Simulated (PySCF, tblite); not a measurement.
C6H10OS2Si.
Structure used (GFN2-xTB), in Å, numbered top down from 1:
```xyz
20
C6H10OS2Si angstrom
C     -3.7423   -0.0390   -1.0198
C     -2.2988   -0.1040   -0.6648
S     -1.2792   -1.1220   -1.4531
C     -1.8099    0.7752    0.3555
C     -0.5513    0.7066    0.8080
Si     0.6039   -0.6938    0.2928
O      1.5404   -0.4025   -1.0022
C      2.9264   -0.3135   -0.8202
C      3.2428    0.3304    0.5172
S      2.2243   -0.4849    1.7725
H     -3.9751    0.9430   -1.4336
H     -4.3551   -0.1723   -0.1281
H     -3.9933   -0.8002   -1.7521
H     -2.5117    1.5096    0.7321
H     -0.2327    1.3963    1.5760
H      0.2515   -2.0727    0.6081
H      3.3508   -1.3227   -0.8552
H      3.3324    0.2771   -1.6467
H      4.2892    0.2107    0.7862
H      2.9827    1.3893    0.5049
```

Method used: PBE0/pcSseg-1 in PySCF (dipole) on a GFN2-xTB geometry, gas phase.

Take the most abundant isotopes and a rigid rotor. The values belong to one conformer with, in the numbering `[CH3:1][C:2](=[S:3])/[CH:4]=[CH:5]\[Si@H:6]1[O:7][CH2:8][CH2:9][S:10]1`, C1–C2–C4–C5 175°, C4–C5–Si6–O7 93°, C5–Si6–O7–C8 113°, Si6–O7–C8–C9 -35°, O7–C8–C9–S10 48°, C8–C9–S10–Si6 -35°.

(1) What are A, B and C (cm⁻¹)?

(2) Classify the top.

(3) What does the inertial defect say?

(4) Where do the levels up to J = 4 lie, in cm⁻¹?

(5) Predict some low-J microwave lines.

(6) Estimate the classical rotational partition function at 10 K, 50 K and 298.15 K.

## Answers

(1) Ia = 243.51, Ib = 984.94, Ic = 1115.02 u·Å²; 505379 MHz·u·Å²/I gives 2075, 513.1 and 453.2 MHz, that is A = 0.06923, B = 0.01712, C = 0.01512 cm⁻¹.

(2) A near-prolate asymmetric top; Ray's κ = -0.926.

(3) Not planar: Δ = Ic − Ia − Ib = -113.43 u·Å². For a rigid frame Δ = −2 Σ m c², so Σ m c² = 56.71 u·Å² lies off the ab plane: 12.86 from hydrogen and 43.85 from heavier atoms. The atom farthest from that plane is 1.86 Å away.

(4) Above 0(0,0):
J = 1: 1(0,1) 0.0322, 1(1,1) 0.0843, 1(1,0) 0.0863
J = 2: 2(0,2) 0.0966, 2(1,2) 0.1468, 2(1,1) 0.1528, 2(2,1) 0.3091, 2(2,0) 0.3092
J = 3: 3(0,3) 0.1931, 3(1,3) 0.2405, 3(1,2) 0.2525, 3(2,2) 0.4059, 3(2,1) 0.4061, 3(3,1) 0.6714, 3(3,0) 0.6714
J = 4: 4(0,4) 0.3215, 4(1,4) 0.3653, 4(1,3) 0.3853, 4(2,3) 0.5347, 4(2,2) 0.5356, 4(3,2) 0.8005, 4(3,1) 0.8005, 4(4,1) 1.1722, 4(4,0) 1.1722

(5) The dipole components are |μa| = 3.22 D, |μb| = 0.77 D, |μc| = 2.14 D. Intensities carry the squares of the components, which stand as 1.00 : 0.06 : 0.44 (a : b : c). Some lines, for components of 0.1 D or more:

```
type  branch         J(Ka,Kc)    MHz  lower level (cm⁻¹)
   b       R  3(0,3) ← 2(1,2)   1388               0.147
   c       Q  2(1,2) ← 2(0,2)   1504               0.097
   c       Q  1(1,1) ← 1(0,1)   1562               0.032
   b       Q  2(1,1) ← 2(0,2)   1684               0.097
   b       R  1(1,1) ← 0(0,0)   2529               0.000
   a       R  3(1,2) ← 2(1,1)   2988               0.153
   c       R  2(1,1) ← 1(0,1)   3615               0.032
   b       R  3(1,3) ← 2(0,2)   4312               0.097
   c       R  3(2,1) ← 2(1,1)   7594               0.153
   c       R  3(2,2) ← 2(1,2)   7766               0.147
   b       R  3(2,1) ← 2(1,2)   7774               0.147
   c       Q  3(3,1) ← 3(2,1)   7954               0.406
   b       Q  3(3,0) ← 3(2,1)   7954               0.406
   c       R  3(3,0) ← 2(2,0)  10860               0.309
```

(6) Point group C1, symmetry number σ = 1; q = (√π/σ)·√((kT/h)³/(ABC)), k/h = 20836.6 MHz/K: 7670 at 10 K, 85800 at 50 K, 1250000 at 298.15 K.

Its GFN2-xTB frequencies are all real (lowest 41 cm⁻¹). These are rigid-rotor constants of the computed structure; measured ground-state constants (B0) also hold zero-point vibration. A rigid rotor knows nothing of internal rotation, which can split or shift real lines.
